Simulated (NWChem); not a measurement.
Species: CH3CuFN2, doublet; SMILES [F][Cu]1[NH]C=[NH]->1

```xyz
8

Cu     0.1750     0.4738     0.0000
F     -0.2029     2.1820     0.0000
C     -0.2034    -1.8662     0.0000
N      0.9890    -1.3038     0.0000
N     -1.1808    -0.9923     0.0000
H     -0.3606    -2.9594     0.0000
H      1.8246    -1.8717     0.0000
H     -2.1507    -1.2765     0.0000
```
Atoms are numbered in this order, from 1.

Results from NWChem. Spin-unrestricted. In the optimisation the excess spin sits in a' (Cs, its own frame). Coordinates come from a PBE0/def2-SVP, spin-unrestricted optimisation. Not confirmed as a minimum by frequencies. This spin state was assumed; another may lie lower. No stability test was run on the SCF state.

Question: What does the run give for PBE0/def2-SVP? Quantities: highest occupied level (eV); lowest empty minus highest occupied level, either spin (eV); dipole (D); <S²>.

Answer: The highest occupied level (eV) comes out as -6.79 and the lowest empty minus highest occupied level, either spin (eV) comes out as 3.31. The dipole (D) is 5.04. The <S²> is 0.753.
